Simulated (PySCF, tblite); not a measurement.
Compound: C5H5O2PS.
Numbering: `[CH3:1][S:2][c:3]1[o:4][c:5]([CH:6]=[O:7])[cH:8][p:9]1` (hydrogens: H10, H11, H12 on C1; H13 on C6; H14 on C8)

Cartesian coordinates in Å at the GFN2-xTB level; atoms count from 1:
```xyz
14
C5H5O2PS angstrom
C      3.127   -0.386    0.216
S      2.017    1.032    0.431
C      0.504    0.247    0.104
O     -0.569    1.031    0.178
C     -1.701    0.338   -0.090
C     -2.957    1.060   -0.049
O     -4.041    0.575   -0.266
C     -1.492   -0.990   -0.373
P      0.201   -1.425   -0.307
H      4.133   -0.023    0.398
H      2.868   -1.159    0.934
H      3.039   -0.763   -0.799
H     -2.831    2.128    0.207
H     -2.295   -1.665   -0.606
```

Theory: CAM-B3LYP/def2-SVPD in PySCF (dipole) on a GFN2-xTB geometry, gas phase.

Take the most abundant isotopes and a rigid rotor. The values belong to one conformer with, in the numbering `[CH3:1][S:2][c:3]1[o:4][c:5]([CH:6]=[O:7])[cH:8][p:9]1`, C1–S2–C3–O4 180°, O4–C5–C6–O7 180°.

Task: Give the principal moments of inertia and the rotational constants in MHz.

Result: Ia = 163.83, Ib = 736.55, Ic = 897.16 u·Å²; 505379 MHz·u·Å²/I gives A = 3085, B = 686.1, C = 563.3 MHz.

Task: What kind of rotor is it?

Result: A near-prolate asymmetric top. Ray's parameter κ = (2B − A − C)/(A − C) = -0.903; −1 is the prolate and +1 the oblate limit.

Task: Is it planar, by Δ = Ic − Ia − Ib?

Result: Not planar: Δ = Ic − Ia − Ib = -3.22 u·Å². For a rigid frame Δ = −2 Σ m c², so Σ m c² = 1.61 u·Å² lies off the ab plane, practically all of it from hydrogen. The atom farthest from that plane is 0.89 Å away.

Task: List the rotational levels J(Ka,Kc) to J = 5 (MHz).

Result: Above 0(0,0):
J = 1: 1(0,1) 1249, 1(1,1) 3648, 1(1,0) 3771
J = 2: 2(0,2) 3744, 2(1,2) 6024, 2(1,1) 6393, 2(2,1) 13589, 2(2,0) 13593
J = 3: 3(0,3) 7474, 3(1,3) 9585, 3(1,2) 10322, 3(2,2) 17337, 3(2,1) 17360, 3(3,1) 29640, 3(3,0) 29640
J = 4: 4(0,4) 12426, 4(1,4) 14329, 4(1,3) 15556, 4(2,3) 22331, 4(2,2) 22400, 4(3,2) 34647, 4(3,1) 34648, 4(4,1) 51859, 4(4,0) 51859
J = 5: 5(0,5) 18583, 5(1,5) 20250, 5(1,4) 22089, 5(2,4) 28568, 5(2,3) 28727, 5(3,3) 40909, 5(3,2) 40912, 5(4,2) 58117, 5(4,1) 58117, 5(5,1) 80248, 5(5,0) 80248
Those of J = 1 are B + C, A + C and A + B.

Task: Which types of transition are allowed, and where do some lines up to J = 2 fall?

Result: The dipole components are |μa| = 4.21 D, |μb| = 0.30 D, |μc| = 0.00 D; the mirror of this Cs structure is the ab plane, so μc vanishes by symmetry and there are no c-type lines. The squared components, which scale the intensities, stand as 1.00 : 0.01 (a : b). Some lines, for components of 0.1 D or more:

```csv
type,branch,"J(Ka,Kc)",MHz,lower level (cm⁻¹)
a,Q,"2(1,1) ← 2(1,2)",369,0.201
a,R,"1(0,1) ← 0(0,0)",1249,0.000
a,R,"2(1,2) ← 1(1,1)",2376,0.122
a,R,"2(0,2) ← 1(0,1)",2494,0.042
b,Q,"1(1,0) ← 1(0,1)",2521,0.042
a,R,"2(1,1) ← 1(1,0)",2622,0.126
b,Q,"2(1,1) ← 2(0,2)",2649,0.125
b,R,"1(1,1) ← 0(0,0)",3648,0.000
b,R,"2(1,2) ← 1(0,1)",4775,0.042
b,Q,"2(2,0) ← 2(1,1)",7201,0.213
b,Q,"2(2,1) ← 2(1,2)",7564,0.201
b,R,"2(2,1) ← 1(1,0)",9818,0.126
b,R,"2(2,0) ← 1(1,1)",9945,0.122
```

Task: Estimate the classical rotational partition function at 50 K, 100 K and 298.15 K.

Result: Point group Cs, symmetry number σ = 1; q = (√π/σ)·√((kT/h)³/(ABC)), k/h = 20836.6 MHz/K: 54600 at 50 K, 154000 at 100 K, 795000 at 298.15 K.

Its GFN2-xTB frequencies are all real (lowest 58 cm⁻¹). Constants of a rigid frame at the computed geometry: no zero-point averaging, no centrifugal distortion. A rigid rotor knows nothing of internal rotation, which can split or shift real lines.

On an Arm Neoverse V1 with one thread (shared host), this took 58 s wall and 1.1 GiB of memory at its peak. This is the CAM-B3LYP/def2-SVPD job that gave the dipole, with the excitations it also computed.
